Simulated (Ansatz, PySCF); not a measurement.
Breaking a bond: GaH, singlet.

Computed with: UHF/aug-cc-pVDZ (Ansatz, an electronic-structure program); RHF/aug-cc-pVDZ (Ansatz); UKS-PBE0 = unrestricted PBE0/aug-cc-pVDZ in Ansatz; RKS-PBE0 = restricted PBE0/aug-cc-pVDZ in Ansatz; UKS-CAM-B3LYP = unrestricted CAM-B3LYP/aug-cc-pVDZ run with Ansatz; RKS-CAM-B3LYP = restricted CAM-B3LYP/aug-cc-pVDZ (Ansatz); UKS-PBE = Ansatz with unrestricted PBE/aug-cc-pVDZ; RKS-PBE = restricted PBE/aug-cc-pVDZ (Ansatz); UKS-B3LYP/6-31G* = PySCF 2.14.0 with unrestricted B3LYP/6-31G*, spherical d; RKS-B3LYP/6-31G* = PySCF with restricted B3LYP/6-31G*, spherical d; UKS-BP86/6-31G* = unrestricted BP86/6-31G*, spherical d run with PySCF; RKS-BP86/6-31G* = restricted BP86/6-31G*, spherical d in PySCF.

Scanned distances (Å): 1.24, 1.35, 1.44, 1.50, 1.56, 1.62, 1.68, 1.74, 1.79, 1.82, 1.95, 2.06, 2.26, 2.51, 2.78, 3.00, 3.33, 3.65, 4.17, 4.54, 4.93, 5.92, 6.65.

**Question.** Where does the unrestricted solution first break spin symmetry (<S²> of 0.01 or more)?

**Answer.** UHF: already at 1.24 Å; UKS-PBE0: between 2.78 and 3.00 Å; UKS-CAM-B3LYP: between 2.51 and 2.78 Å; UKS-PBE: between 3.00 and 3.33 Å; UKS-B3LYP/6-31G*: between 2.78 and 3.00 Å; UKS-BP86/6-31G*: between 3.00 and 3.33 Å.

```tsv
R / Å	<S²> UHF	E(RHF) − E(UHF) / kcal/mol	<S²> UKS-PBE0	E(RKS-PBE0) − E(UKS-PBE0) / kcal/mol	<S²> UKS-CAM-B3LYP	E(RKS-CAM-B3LYP) − E(UKS-CAM-B3LYP) / kcal/mol	<S²> UKS-PBE	E(RKS-PBE) − E(UKS-PBE) / kcal/mol	<S²> UKS-B3LYP/6-31G*	E(RKS-B3LYP/6-31G*) − E(UKS-B3LYP/6-31G*) / kcal/mol	<S²> UKS-BP86/6-31G*	E(RKS-BP86/6-31G*) − E(UKS-BP86/6-31G*) / kcal/mol
1.24	0.21	0.5	0.00	0.0	0.00	0.0	0.00	0.0	0.00	0.0	0.00	0.0
1.35	0.14	0.2	0.00	0.0	0.00	0.0	0.00	0.0	0.00	0.0	0.00	0.0
1.44	0.08	0.1	0.00	0.0	0.00	0.0	0.00	0.0	0.00	0.0	0.00	0.0
1.50	0.04	0.0	0.00	0.0	0.00	0.0	0.00	0.0	0.00	0.0	0.00	0.0
1.56	0.00	0.0	0.00	0.0	0.00	0.0	0.00	0.0	0.00	0.0	0.00	0.0
1.62	0.00	0.0	0.00	0.0	0.00	0.0	0.00	0.0	0.00	0.0	0.00	0.0
1.68	0.00	0.0	0.00	0.0	0.00	0.0	0.00	0.0	0.00	0.0	0.00	0.0
1.74	0.00	0.0	0.00	0.0	0.00	0.0	0.00	0.0	0.00	0.0	0.00	0.0
1.79	0.00	0.0	0.00	0.0	0.00	0.0	0.00	0.0	0.00	0.0	0.00	0.0
1.82	0.00	0.0	0.00	0.0	0.00	0.0	0.00	0.0	0.00	0.0	0.00	0.0
1.95	0.00	0.0	0.00	0.0	0.00	0.0	0.00	0.0	0.00	0.0	0.00	0.0
2.06	0.00	0.0	0.00	0.0	0.00	0.0	0.00	0.0	0.00	0.0	0.00	0.0
2.26	0.00	0.0	0.00	0.0	0.00	0.0	0.00	0.0	0.00	0.0	0.00	0.0
2.51	0.29	1.1	0.00	0.0	0.00	0.0	0.00	0.0	0.00	0.0	0.00	0.0
2.78	0.60	6.4	0.00	0.0	0.06	0.0	0.00	0.0	0.00	0.0	0.00	0.0
3.00	0.76	12.2	0.25	0.7	0.32	1.4	0.00	0.0	0.23	0.7	0.00	0.0
3.33	0.88	21.6	0.55	4.0	0.58	5.4	0.31	0.8	0.51	3.9	0.33	1.0
3.65	0.95	30.5	0.72	8.3	0.73	10.3	0.54	3.1	0.68	8.1	0.56	3.6
4.17	0.99	43.1	0.89	15.2	0.88	18.2	0.73	7.2	0.83	14.7	0.76	8.2
4.54	1.00	50.6	0.96	19.7	0.94	23.4	0.81	9.8	0.89	18.7	0.83	11.0
4.93	1.01	57.2	0.99	23.7	0.98	28.2	0.87	11.9	0.94	22.3	0.88	13.4
5.92	1.01	69.6	1.00	30.4	1.00	37.1	1.00	16.1	1.00	28.5	0.96	17.1
6.65	1.01	75.8	1.00	33.2	1.00	41.4	1.00	17.8	1.00	31.0	0.98	—
```

A dash means that the run gave no value there, or that the column was ended at a point which the program doubted or which failed a test of continuity chosen for this set; such a test can also cut sound points.
